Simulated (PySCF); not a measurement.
BBr₃ (SMILES BrB(Br)Br), singlet, geometry from GFN2-xTB. Base run: DF-PBE0/3-21G run with PySCF.

The PySCF input:
```python
from pyscf import gto, scf, dft

mol = gto.Mole()
mol.atom = '''
    B     0.018083   -0.019782   -0.037610
    Br   -1.507311   -1.111182   -0.137553
    Br    0.019712    1.666704   -0.864490
    Br    1.485016   -0.552696    1.007416
'''
mol.basis = '3-21g'
mol.charge = 0
mol.spin = 0
mol.verbose = 4
mol.build()

mf = dft.RKS(mol)
mf.xc = 'pbe0'
mf = mf.density_fit(auxbasis='def2-universal-jkfit')
mf.kernel()
```

The base run was repeated with changes; each row names its change, and settings that it needs were set with it.

```tsv
change	basis functions	E (Eh)	HOMO (eV)	HOMO-LUMO gap (eV)	dipole (D)
base	75	-7709.19047	-8.02	6.21	0.01
basis = STO-3G	59	-7662.00970	-5.67	6.84	0.08
basis = pcseg-0	75	-7737.11577	-8.51	6.32	0.05
basis = 6-31G	90	-7745.34894	-8.36	6.19	0.02
basis = pcseg-1	95	-7745.59175	-8.33	6.32	0.02
basis = cc-pVDZ	95	-7746.41659	-8.18	6.30	0.02
basis = 6-31G**	110	-7745.57021	-8.26	6.22	0.02
basis = def2-SVP	110	-7745.54484	-8.16	6.26	0.02
basis = 6-31G*	110	-7745.57021	-8.26	6.22	0.02
basis = def2-SVPD	143	-7745.55333	-8.30	6.13	0.01
basis = pc-2	159	-7746.64977	-8.30	6.23	0.01
basis = def2-TZVP	175	-7746.50272	-8.27	6.23	0.01
basis = aug-cc-pVTZ	223	-7746.64116	-8.29	6.19	0.01
```

Totals compare only among sets that treat the same electrons; sets with core potentials leave the core out.
